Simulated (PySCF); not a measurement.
Gas-phase XPS of `C[SiH2]B(O)O`, computed

CH7BO2Si.
Numbering: `[CH3:1][SiH2:2][B:3]([OH:4])[OH:5]`

Computed, not measured: delta-SCF UKS SCAN, pcX-2 on the ionised atom, pcseg-1 elsewhere, spin-free X2C (PySCF). Binding energies are ΔSCF values: E(core-ionised, relaxed orbitals) − E(ground state) at a fixed geometry, referred to the vacuum level.

Problem. What binding energy does each computed site have?

Solution. 
```json
{"atom(s)": "Si2", "environment": "SiH2 silicon", "level": "Si 1s", "binding energy (eV)": "1845.63", "2p1/2 (eV)": "–", "count": "1"}
{"atom(s)": "O4/O5", "environment": "boron-bound oxygen", "level": "O 1s", "binding energy (eV)": "539.30", "2p1/2 (eV)": "–", "count": "2"}
{"atom(s)": "C1", "environment": "Si-methyl carbon", "level": "C 1s", "binding energy (eV)": "289.90", "2p1/2 (eV)": "–", "count": "1"}
{"atom(s)": "B3", "environment": "three-coordinate boron", "level": "B 1s", "binding energy (eV)": "197.09", "2p1/2 (eV)": "–", "count": "1"}
{"atom(s)": "Si2", "environment": "SiH2 silicon", "level": "Si 2p3/2", "binding energy (eV)": "105.90", "2p1/2 (eV)": "106.52", "count": "1"}
```

Problem. Which effective nuclear charge Zeff reproduces each element's mean 1s value in the hydrogen-like formula E = 13.606 eV × Zeff²?

Solution. B (Z = 5): mean 197.1 eV, Zeff = 3.81, Z − Zeff = 1.19; C (Z = 6): mean 289.9 eV, Zeff = 4.62, Z − Zeff = 1.38; O (Z = 8): mean 539.3 eV, Zeff = 6.30, Z − Zeff = 1.70; Si (Z = 14): mean 1845.6 eV, Zeff = 11.65, Z − Zeff = 2.35. Means run over the listed sites, weighted by atom count.

Problem. Which photon energy gives electrons from Si 2p3/2 of Si2 a kinetic energy of 100 eV, and what is their de Broglie wavelength?

Solution. hν = 105.90 + 100 = 205.90 eV, recoil neglected; λ = 12.264 Å/√(E/eV) = 1.23 Å.

Topologically equivalent atoms share the value of their first member; where this conformer doesn't relate them by symmetry, their own values could differ. 2p3/2 and 2p1/2 are the ΔSCF energy of one spin-free 2p hole plus the eigenvalues of a spin–orbit and ligand-field matrix of the shell. 2p1/2 minus 2p3/2 (ligand field included): Si 0.62 eV. One conformer (not necessarily the lowest) at the PBE0-D3(BJ)/def2-SVP geometry, without solvent, vibrations or thermal averaging.

The values belong to the conformer `[CH3:1][SiH2:2][B:3]([OH:4])[OH:5]`: C1–Si2–B3–O4 -165°, H–O4–B3–Si2 -178°, H–O5–B3–Si2 179°.
